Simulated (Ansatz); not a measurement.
```xyz
11

F    -3.336    1.087    0.620
Al   -1.769    0.677    0.318
Si   -0.273   -1.182    0.764
N     0.901   -0.606   -0.403
C     1.087    0.804   -0.550
S    -0.438    1.865   -0.920
H     0.327   -1.255    2.126
H    -0.683   -2.550    0.352
H     0.904   -1.089   -1.290
H     1.762    1.023   -1.376
H     1.517    1.227    0.358
```

Charge 0, multiplicity 1.

Problem. List the PBE0/def2-TZVPP orbital energies in eV (Ansatz). (An estimate is asked.)

Solution. The calculation gave: Occupied: -2421.98, -1802.89, -1528.44, -673.07, -391.52, -280.20, -217.32, -161.14, -161.05, -161.00, -145.21, -114.28, -99.88, -99.86, -99.84, -74.37, -74.23, -74.21, -32.05, -25.39, -20.59, -17.75, -15.53, -13.96, -13.09, -12.44, -11.71, -11.65, -11.32, -10.74, -9.99, -9.76, -7.78, -7.34, -6.87. Lowest empty: -1.39, -0.58, -0.44, 0.72, 1.32, 1.75, 1.84, 2.10.
